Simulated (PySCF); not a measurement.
Excitations are Tamm–Dancoff values on a coarser integration grid. The basis has no diffuse functions, so Rydberg states are missing or too high.

Z-matrix (Å, degrees):
```
C
C 1 1.4046
H 2 1.0916 1 119.07
C 2 1.3988 3 119.54 1 178.77
C 4 1.4041 2 119.23 3 -178.17
H 5 1.0925 4 120.21 2 179.67
C 5 1.3926 6 120.19 4 179.53
H 7 1.0933 5 118.36 6 0.29
C 7 1.4061 8 119.54 5 -179.89
C 1 1.4757 2 120.32 3 -2.33
C 10 1.3404 1 126.68 2 -22.68
H 11 1.0924 10 120.97 1 179.88
H 11 1.0936 12 116.76 10 -178.93
H 10 1.0959 11 117.66 12 -1.00
S 4 1.7758 2 123.02 3 1.08
H 15 1.3514 4 96.77 2 1.56
Si 9 1.8832 7 118.73 8 1.02
H 17 1.4910 9 107.79 7 -1.07
H 17 1.4925 18 109.04 8 -121.14
H 17 1.4940 18 108.70 19 -116.84
```
Charge 0, spin multiplicity 1.

Task: What is the computed dipole moment, brightest of the four lowest singlets (TDA), LUMO, HOMO–LUMO gap and S1 excitation (TDA) (PBE-D3(BJ)/def2-TZVP // B3LYP-D3(BJ)/def2-SVP in PySCF 2.14.0)?

Result: 
- dipole moment: 1.01 D
- brightest of the four lowest singlets (TDA): 4.57 eV
- LUMO: -2.29 eV
- HOMO–LUMO gap: 3.23 eV
- S1 excitation (TDA): 3.54 eV
